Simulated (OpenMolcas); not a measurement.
# Co³⁺: Racah parameters, the spin-orbit constant, worked from levels

```yaml
Program: OpenMolcas 26.06
Basis: ANO-RCC-VDZP [5s4p2d1f]
Scalar_Hamiltonian: DKH2, point nucleus
Active_space: 6 electrons in 5 orbitals (3d)
State_averaging: 2S+1 = 5 even, 5 roots; 2S+1 = 3 even, 45 roots; 2S+1 = 1 even, 50 roots
Spin-orbit_coupling: RASSI with atomic mean-field integrals over the reference wave functions, term energies averaged over their components
```

Methods: CASSCF; MS-CASPT2, IPEA 0.25 Eh, imaginary shift 0.1 Eh (closed shells correlated: 3s 3p). Measured levels: Sugar and Corliss, J. Phys. Chem. Ref. Data 10, 1097 (1981).

**Racah parameters.** Above 5D, d6 has 3G at 9B + 4C, 3H at 4B + 4C and 3D at 16B + 4C. The first two fix B and C, and the third tests them; where it misses by thousands of cm-1, two parameters do not describe the configuration (Trees and configuration-interaction terms are left out) and B and C hang on the terms chosen. Term energies are centres of gravity, weighted by 2J + 1.

```csv
Source,3G,3H,B,C,C/B,"3D from B, C",3D found
CASSCF,32457,25488,1394,4978,3.57,42216,41705
MS-CASPT2,30243,24407,1167,4935,4.23,38412,37619
```

Energies in cm-1. From CASSCF to MS-CASPT2, B changes by -16.3 % and C by -0.9 %.

**The spin-orbit constant.** For the Hund term 5D of d6, E(J) = (A/2) J(J+1) + constant and ζ = -2S·A = -4A. From J = 0 to J = 4 the energy changes by 10 A.

```
   Source  E(4) - E(0)       A    ζ
   CASSCF      -1551.6  -155.2  621
MS-CASPT2      -1542.4  -154.2  617
 measured      -1493.6  -149.4  597
```

All in cm-1. MS-CASPT2 is off by +3.3 % and CASSCF by +3.9 %. Both methods take the spin-orbit matrix elements from the reference wave functions, so the second can move ζ only through the term energies and any multistate remixing. Second-order mixing with other terms is absorbed into this ζ.

CASPT2 breaks the degeneracy within a term, and the mean is taken; among the terms shown or strongly mixed into the levels shown the widest spread is 310 cm-1 (3d6 3H, MS-CASPT2). The basis is small and was not contracted for so high a charge. Without dynamic correlation excited terms often stand tens of per cent too high (terms of higher spin than the ground term too low), and those without a measured partner can miss by more than the paired ones (holds for CASSCF). Computed and measured levels are paired by configuration, term and J; levels that our copy of the source lacks, or whose pairing is in doubt (as where it misses far off the trend of its configuration), stay unpaired and out of the deviations. Levels of configurations outside the active space are missing.
